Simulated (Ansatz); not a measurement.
Ansatz (a quantum-chemistry and plane-wave program) input (CCSD(T)/def2-SVPD):

Ansatz 0.2 input:
```yaml
crystal:
  periodic: [false, false, false]
  atoms:
    - {symbol: Ti, position_ang: [-0.84283315, -0.23561811, 0.03778574]}
    - {symbol: H, position_ang: [-1.02411941, -1.22761485, 1.40743163]}
    - {symbol: H, position_ang: [-1.80361505, 1.15528482, 0.15801661]}
    - {symbol: H, position_ang: [-1.25062372, -1.06950092, -1.38014043]}
    - {symbol: S, position_ang: [1.32051351, 0.41536543, -0.12603821]}
    - {symbol: H, position_ang: [1.49247130, -0.32041739, 1.00001736]}
basis:
  gaussian:
    orbitals: def2-SVPD
magnetization: {spin_polarized: false}
correlation: {method: ccsd_t, electrons: outside_noble_gas}
output: {forces: true}
```

Output:

```
Functional definition: HF
integrals: 0.11 GiB planned
927 factors; integrals over basis functions are off by at most 1.3e-3 eV
mean field: 0.30 GiB planned
mean field evaluation 1: about -33953.7019 eV, gradient 3.4e1 eV
mean field evaluation 2: about -33953.7336 eV, gradient 3.4e1 eV
mean field evaluation 4: about -33958.6840 eV, gradient 3.8e0 eV
mean field evaluation 8: about -33958.7896 eV, gradient 4.6e-1 eV
mean field evaluation 16: about -33951.9434 eV, gradient 5.1e1 eV
mean field evaluation 32: about -33948.8346 eV, gradient 1.6e0 eV
mean field -33958.79174896 eV, -1247.9625786783 hartree, gradient 4.2e-6 eV, S^2 0.000000; 0 other end points of the search recorded, 0 dependent functions left out
14 core orbitals not correlated
reference -33958.79174896 eV, -1247.9625786783 hartree; 7, 7 occupied and 72, 72 virtual orbitals, 927 factors
densities: 0.36 GiB planned
second order -8.05939513 eV of doubles, -0.00000000 eV of singles
coupled cluster: 0.26 GiB planned
cycle   1  -8.39895334 eV  change   -3.4e-1 eV  update   1.7e-1
cycle   2  -8.83448541 eV  change   -4.4e-1 eV  update   7.5e-2
cycle   3  -8.99342051 eV  change   -1.6e-1 eV  update   4.0e-2
cycle   4  -9.00775880 eV  change   -1.4e-2 eV  update   1.0e-2
cycle   5  -9.00043564 eV  change    7.3e-3 eV  update   4.6e-3
cycle   6  -8.99954403 eV  change    8.9e-4 eV  update   1.7e-3
cycle   7  -8.99957633 eV  change   -3.2e-5 eV  update   9.1e-4
cycle   8  -8.99969175 eV  change   -1.2e-4 eV  update   4.3e-4
cycle   9  -8.99988287 eV  change   -1.9e-4 eV  update   2.4e-4
cycle  10  -8.99982489 eV  change    5.8e-5 eV  update   1.0e-4
cycle  11  -8.99976794 eV  change    5.7e-5 eV  update   5.7e-5
cycle  12  -8.99978254 eV  change   -1.5e-5 eV  update   2.9e-5
cycle  13  -8.99977267 eV  change    9.9e-6 eV  update   1.5e-5
cycle  14  -8.99979026 eV  change   -1.8e-5 eV  update   7.6e-6
cycle  15  -8.99979311 eV  change   -2.9e-6 eV  update   3.6e-6
perturbative correction -0.57508591 eV, -0.0211340172 hartree
the calculation of the forces begins
Total energy: -33968.36662797 eV, -1248.3144489921 hartree
Atom 0 at    -0.842833    -0.235618     0.037786 Å, force    -0.151609    -0.062882     0.036447 eV/Å
Atom 1 at    -1.024119    -1.227615     1.407432 Å, force    -0.019862    -0.105959     0.146118 eV/Å
Atom 2 at    -1.803615     1.155285     0.158017 Å, force    -0.096719     0.152669     0.014271 eV/Å
Atom 3 at    -1.250624    -1.069501    -1.380140 Å, force    -0.036483    -0.089672    -0.153278 eV/Å
Atom 4 at     1.320514     0.415365    -0.126038 Å, force     0.311854     0.215446    -0.199504 eV/Å
Atom 5 at     1.492471    -0.320417     1.000017 Å, force    -0.007181    -0.109602     0.155946 eV/Å
Dipole moment:     0.025430    -0.082087     0.127872 e Å
```
